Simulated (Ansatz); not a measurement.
`FB[SiH2]S` + `[OH][GeH3]` → `FB[O][GeH3]` + `[SiH3]S` at 600 K and 1 bar (cleavage of the B–Si bond).

Isolated molecules relaxed with PBE0-D4/def2-TZVP in Ansatz; ΔE leaves out vibrations. CBS: MP2 limit from def2 TZ/QZ plus the TZ coupled-cluster correction, frozen cores. For Ge outer-core shells are correlated without core-valence functions, which leaves a few kJ/mol of doubt a bond. Scalar relativity is left out up to krypton. One conformer a species, not always the lowest.

```
      species  CCSD(T)/CBS energy (Eh)  H − E (kJ/mol)  S (J/(mol·K))
  `FB[SiH2]S`               -813.90074           164.0          420.4
 `[OH][GeH3]`              -2153.69723           132.5          324.6
`FB[O][GeH3]`              -2278.39547           165.6          403.3
    `[SiH3]S`               -689.27336           126.3          326.2
```

H − E and S are ideal-gas, rigid-rotor, harmonic terms from PBE0-D4/def2-TZVP, for one conformer and one mirror image of each species. 1 Eh = 2625.50 kJ/mol, R = 8.31446 J/(mol·K).

**Question.** By hand: ΔE, ΔH, ΔS and ΔG.

**Answer.** ΔE = (-2278.39547) + (-689.27336) − (-813.90074) − (-2153.69723) = -0.07086 Eh = -186.0 kJ/mol. Δ(H − E) = 165.6 + 126.3 − 164.0 − 132.5 = -4.6, so ΔH = -190.6 kJ/mol. ΔS = 403.3 + 326.2 − 420.4 − 324.6 = -15.5 J/(mol·K). ΔG = -190.6 − 600 × (-15.5)/1000 = -181.3 kJ/mol.

**Question.** By hand: the equilibrium constant, and the temperature at which ΔG would vanish if ΔH and ΔS stayed fixed.

**Answer.** log₁₀ K = −ΔG/(RT ln 10) = 15.8. ΔG = 0 at ΔH/ΔS = 12297 K, far beyond where these terms or the molecules hold.

ΔH outweighs TΔS. A doubt of 5 kJ/mol in ΔE shifts log₁₀ K by 0.4 here. Other conformers and mirror images would add mixing entropy, several J/(mol·K) or more a flexible species. Modes under 60 cm⁻¹, often nearly free rotors, make the harmonic entropy too high. These are equilibria of isolated gas molecules and say nothing of rates. Largest T1 diagnostic: 0.014 (customary marks: 0.02 for closed shells, 0.045 for open ones).
